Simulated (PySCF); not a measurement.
In(Cl)2(NH2) (Cl2H2InN), SMILES [NH2][In]([Cl])[Cl].

Coordinates come from a PBE0-D3(BJ)/def2-SVP optimisation. The def2 effective core potentials stand for the cores of In; spin–orbit coupling is left out. The values are those of a single conformer.

The numbers are results of TDA-M06-2X/def2-SVPD (PySCF), not measurements.

Vertical excitations.  State labels are in the subgroup Cs.

```csv
state,symmetry,energy (eV),λ (nm),f,main pairs
S1,A',5.00,248,0.045,HOMO→LUMO 84 %
S2,A",5.85,212,0.032,HOMO−1→LUMO 84 %
S3,A",5.90,210,0.005,HOMO−2→LUMO 84 %
S4,A',5.95,208,0.014,"HOMO−3→LUMO 76 %, HOMO→LUMO+1 17 %"
S5,A',6.21,200,0.073,"HOMO→LUMO+1 51 %, HOMO−4→LUMO 21 %, HOMO−3→LUMO 13 %"
S6,A',6.42,193,0.100,"HOMO−4→LUMO 68 %, HOMO→LUMO+1 14 %"
S7,A",6.77,183,0.000,HOMO−1→LUMO+1 97 %
S8,A",6.92,179,0.008,"HOMO−2→LUMO+1 64 %, HOMO−5→LUMO 31 %"
S9,A',6.93,179,0.019,HOMO−3→LUMO+1 88 %
S10,A',7.21,172,0.018,"HOMO→LUMO+2 78 %, HOMO→LUMO+4 14 %"
T1,A',4.32,287,0,HOMO→LUMO 90 %
T2,A',5.44,228,0,HOMO→LUMO+1 91 %
T3,A",5.48,226,0,HOMO−1→LUMO 88 %
T4,A",5.60,221,0,HOMO−2→LUMO 88 %
```
Triplets are in the Tamm–Dancoff approximation.
